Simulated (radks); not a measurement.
Fractional charge and spin in the 5s shell of antimony: the spin-up occupation runs from 0 to 1 and the spin-down occupation from 0 to 1; the fullest corner is Sb+, [Kr] 4d10 5p(up 1, down 1) 5s(up 1, down 1). Calculated with a radial shooting solver on a logarithmic mesh with Libxc functionals: scalar-relativistic Kohn-Sham, PBE, spin-polarised, spherical densities, finite nucleus; Fermi nuclear charge, rms radius of each element as measured or else 0.836 A^(1/3) + 0.57 fm. Energy (eV) above the fullest corner. The planes named below are the two flat planes that join the four corners, with an edge along up + down = one added electron.

down \ up,0,0.5,1
0,60.694,41.685,25.131
0.5,41.685,25.372,11.428
1,25.131,11.428,0.000

Corners above the fullest one (they belong to Sb2+ and the next ion): (up 1, down 0) 25.131 eV, (up 0, down 1) 25.131 eV, (up 0, down 0) 60.694 eV. With half an added electron in each spin the energy lies 0.241 eV from the planes, and with half an added electron in spin up alone -1.227 eV. The planes are only a guide here: the flat-plane condition holds for ground states with one frontier orbital, while this shell lies below other occupied shells, so the corners above the fullest one are inner-hole states and not the ground states of those ions.
